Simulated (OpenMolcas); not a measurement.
Ru I.

```yaml
Program: OpenMolcas 26.06
Basis: ANO-RCC-VTZP [7s6p4d2f1g]
Scalar_Hamiltonian: DKH2, point nucleus
Active_space: 8 electrons in 9 orbitals (RAS2 4d 5s; RAS3 5p, at most 2 electrons)
State_averaging: 2S+1 = 5 even, 15 roots; 2S+1 = 3 even, 87 roots kept (CI in the orbitals of an earlier block, 80 in the spin-orbit step); 2S+1 = 1 even, 63 roots kept (CI in the orbitals of an earlier block, 58 in the spin-orbit step); 2S+1 = 5 odd, 45 roots (37 in the spin-orbit step); 2S+1 = 7 odd, 15 roots kept (CI in the orbitals of an earlier block); 2S+1 = 3 odd, 21 roots kept (CI in the orbitals of an earlier block, 9 in the spin-orbit step); 2S+1 = 1 odd, 9 roots kept (CI in the orbitals of an earlier block, 0 in the spin-orbit step)
Spin-orbit_coupling: RASSI with atomic mean-field integrals over the reference wave functions, term energies averaged over their components
```

Two sets of levels on these reference wave functions, in eV above 4d7 5s 5F5: one from RASSCF and one from MS-RASPT2, IPEA 0.25 Eh, imaginary shift 0.1 Eh (closed shells correlated: 4s 4p).

```json
{"Level": "4d7 5s 5F5", "Set 1": "0.0000", "Set 2": "0.0000"}
{"Level": "4d7 5s 5F4", "Set 1": "0.1493", "Set 2": "0.1493"}
{"Level": "4d7 5s 5F3", "Set 1": "0.264", "Set 2": "0.264"}
{"Level": "4d7 5s 5F2", "Set 1": "0.344", "Set 2": "0.346"}
{"Level": "4d7 5s 5F1", "Set 1": "0.395", "Set 2": "0.397"}
{"Level": "4d6 5s2 5D4", "Set 1": "0.634", "Set 2": "0.540"}
{"Level": "4d6 5s2 5D3", "Set 1": "0.766", "Set 2": "0.668"}
{"Level": "4d6 5s2 5D2", "Set 1": "0.835", "Set 2": "0.745"}
{"Level": "4d6 5s2 5D1", "Set 1": "0.887", "Set 2": "0.796"}
{"Level": "4d6 5s2 5D0", "Set 1": "0.911", "Set 2": "0.821"}
{"Level": "4d7 5s 3F4(1)", "Set 1": "0.883", "Set 2": "0.996"}
{"Level": "4d7 5s 3F3(1)", "Set 1": "1.073", "Set 2": "1.188"}
{"Level": "4d7 5s 3F2(1)", "Set 1": "1.188", "Set 2": "1.308"}
{"Level": "4d7 5s 5P3", "Set 1": "1.154", "Set 2": "1.574"}
{"Level": "4d7 5s 5P1", "Set 1": "1.259", "Set 2": "1.677"}
{"Level": "4d7 5s 3P2(1) [65 %]", "Set 1": "1.476", "Set 2": "1.780"}
```

**Question.** Which set is which?

**Answer.** Set 1 is MS-RASPT2. Its levels of the other terms of 4d7 5s lie at 0.73 to 0.91 of the other set's values, as expected, since terms of lower spin or lower L gain more correlation energy than the Hund ground term. Against 11 measured levels (NIST Handbook of Basic Atomic Spectroscopic Data) the mean absolute deviation is 1100 cm-1 with it and 2100 cm-1 without; single levels miss by up to 2400 cm-1 with it.

CASPT2 does not keep the components of a term degenerate, so their means are used; among the terms shown or strongly mixed into the levels shown the widest spread is 1100 cm-1 (4d7 5s 5F, MS-RASPT2). Some high roots are left out of the spin-orbit mixing, which shifts the levels that they would mix with. Terms from blocks run as CI alone lack orbitals of their own. Configurations are named by rounded mean occupations; where the s occupation lies near a half they are strongly mixed, a name can repeat and a true partner stay unpaired. A single d shell beside an s shell can misplace configurations of different d count against each other. Without dynamic correlation excited terms often stand tens of per cent too high (terms of higher spin than the ground term too low), and those without a measured partner can miss by more than the paired ones (holds for RASSCF). Blocks of more than 70 roots (2S+1 = 3 even) ran without multistate coupling (holds for MS-RASPT2). Measured partners are found by configuration, term and J. A level has none where our copy of the source lacks it or the pairing is in doubt (some pairs that miss far off the trend of their configuration count as doubtful), and it then counts in no deviation. Levels of configurations outside the active space are missing. The table leaves out levels that lie high or whose names do not pair safely across all columns.

A share in square brackets marks a mixed level and gives the weight of the term that names it, the lowest over the columns. A number in round brackets counts repeated terms of one configuration in the order of the reference energies.
